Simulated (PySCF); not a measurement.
All values below come from PBE-D3(BJ)/def2-TZVP // B3LYP-D3(BJ)/def2-SVP (PySCF). Gas-phase values, no solvent. Excitations are Tamm–Dancoff values on a coarser integration grid. The basis has no diffuse functions, so Rydberg states are missing or too high.

Reference species (SMILES): `N#Cc1cc2cccccc-2c1` (neutral, multiplicity 1).

```json
{
 "S1–T1 gap (TDA)": "0.44 eV",
 "HOMO": "-5.55 eV"
}
```

Changed species: `N#Cc1ccccc2cccc1-2`.

**Question.** Give the shifts of the S1–T1 gap (TDA) and HOMO.

**Answer.** the S1–T1 gap (TDA) rises by 0.02 eV, to 0.46 eV; the HOMO rises by 0.10 eV, to -5.45 eV.
